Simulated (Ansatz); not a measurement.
SiHSCl3⁺, that is Si(SH)Cl3 with one electron fewer. The state is a doublet with charge 1. Geometry PBE0-D4/def2-SVP, that of the neutral singlet; atoms count from 1.

Cartesian coordinates in Å:
```
Si 0.377 0.088 0.166
S -1.201 -1.277 -0.170
H -1.934 -0.385 -0.875
Cl 1.769 -0.912 1.273
Cl -0.241 1.752 1.186
Cl 1.229 0.734 -1.579
```

(1) Estimate the Mulliken populations from the PBE0/def2-TZVP orbitals of Ansatz.

(2) Where does the spin sit?

(3) And the Mayer bond orders between heavy atoms (over 0.3)?

## Answers

(1) 
| atom | charge (e) | spin (α − β) |
| --- | --- | --- |
| Si1 | 0.52 | -0.06 |
| S2 | 0.26 | 0.83 |
| H3 | 0.27 | -0.02 |
| Cl4 | -0.04 | 0.02 |
| Cl5 | 0.00 | 0.12 |
| Cl6 | 0.00 | 0.12 |
Mulliken values depend strongly on the basis.

(2) Summed by element: Si -0.06, S 0.83, H -0.02, Cl 0.25, of 1 unpaired in all. Largest on single atoms: S2 0.83, Cl6 0.12, Cl5 0.12.

(3) Si1–S2 0.97 (2.11 Å); Si1–Cl4 1.34 (2.04 Å); Si1–Cl5 1.31 (2.05 Å); Si1–Cl6 1.31 (2.05 Å).
